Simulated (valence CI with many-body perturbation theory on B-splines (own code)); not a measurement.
**Ladder of approximations for Ir⁵⁴⁺**

Calculated by relativistic CI+MBPT: five valence electrons over a frozen Dirac-Fock core [Ar], radial functions for each j: 7 s, 7 p, 8 d, 6 f, 4 g, 1 h, with the one-electron correlation potential Σ1, the two-electron term Σ2, the three-electron term Σ3, Breit, model QED; selected CI, second order for the rest (own B-spline code, finite nucleus).

The last digits are not significant, and no measured levels were compared; by estimate large intervals hold to a few tenths of a per cent, small ones and those within an open d or f shell to about a per cent. Among the levels kept, up to 250 cm⁻¹ of a level comes from second order outside the variational space, and about a tenth of that is noise between levels of different J, which matters for small intervals. The list stops below the first excitations out of the core. Only levels of the ground parity were solved; by the run's estimate the other parity begins above the list, which can be wrong where configurations are misplaced.

Each rung adds one term. CI alone is the Dirac-Coulomb CI over the frozen core; QED comes last and gives the full result, which names the levels. Energies are above (3d3/2^4 3d5/2) J=5/2 on the same rung, in cm⁻¹.

Levels are named by their leading jj configuration (3d3/2^4 stands for four electrons in 3d with j = 3/2), which in mixed levels can hold well under half, so a name can repeat and another be missing. Letters in brackets count levels of one name in rising energy.

| Level | CI alone |
| --- | --- |
| (3d3/2^3 3d5/2^2) J=5/2 [a] | 587782 |
| (3d3/2^3 3d5/2^2) J=7/2 [a] | 694057 |
| (3d3/2^3 3d5/2^2) J=11/2 | 715369 |
| (3d3/2^3 3d5/2^2) J=3/2 [a] | 705551 |
| (3d3/2^3 3d5/2^2) J=9/2 | 758909 |
| (3d3/2^3 3d5/2^2) J=5/2 [b] | 789053 |
| (3d3/2^3 3d5/2^2) J=1/2 | 819582 |
| (3d3/2^3 3d5/2^2) J=7/2 [b] | 828187 |
| (3d3/2^3 3d5/2^2) J=3/2 [b] | 971472 |
| (3d3/2^2 3d5/2^3) J=5/2 [a] | 1267590 |
| (3d3/2^2 3d5/2^3) J=7/2 [a] | 1351170 |
| (3d3/2^2 3d5/2^3) J=11/2 | 1363070 |
| (3d3/2^2 3d5/2^3) J=9/2 [a] | 1377680 |
| (3d3/2^2 3d5/2^3) J=13/2 | 1416280 |
| (3d3/2^2 3d5/2^3) J=1/2 [a] | 1409080 |
| (3d3/2^2 3d5/2^3) J=3/2 [a] | 1419850 |

**Question.** What do these energies become with core correlation, Breit and QED?

**Answer.** (3d3/2^3 3d5/2^2) J=5/2 [a] 585613 (-2170); (3d3/2^3 3d5/2^2) J=7/2 [a] 682855 (-11202); (3d3/2^3 3d5/2^2) J=11/2 692362 (-23007); (3d3/2^3 3d5/2^2) J=3/2 [a] 699957 (-5594); (3d3/2^3 3d5/2^2) J=9/2 741583 (-17326); (3d3/2^3 3d5/2^2) J=5/2 [b] 774955 (-14097); (3d3/2^3 3d5/2^2) J=1/2 809501 (-10081); (3d3/2^3 3d5/2^2) J=7/2 [b] 811900 (-16287); (3d3/2^3 3d5/2^2) J=3/2 [b] 962555 (-8917); (3d3/2^2 3d5/2^3) J=5/2 [a] 1258920 (-8671); (3d3/2^2 3d5/2^3) J=7/2 [a] 1333630 (-17545); (3d3/2^2 3d5/2^3) J=11/2 1335450 (-27623); (3d3/2^2 3d5/2^3) J=9/2 [a] 1353090 (-24588); (3d3/2^2 3d5/2^3) J=13/2 1377130 (-39146); (3d3/2^2 3d5/2^3) J=1/2 [a] 1397450 (-11633); (3d3/2^2 3d5/2^3) J=3/2 [a] 1407230 (-12623).

**Question.** How does the ionisation energy move along the ladder, and which term matters most?

**Answer.** CI alone 5218.3, + Σ1 5220.6, + Σ2 5231.6, + Σ3 5231.9, + Breit 5229.5, + QED 5229.5 eV. The largest step is Σ2, 11.0 eV. NIST lists 5229 ± 5 eV (theoretical).
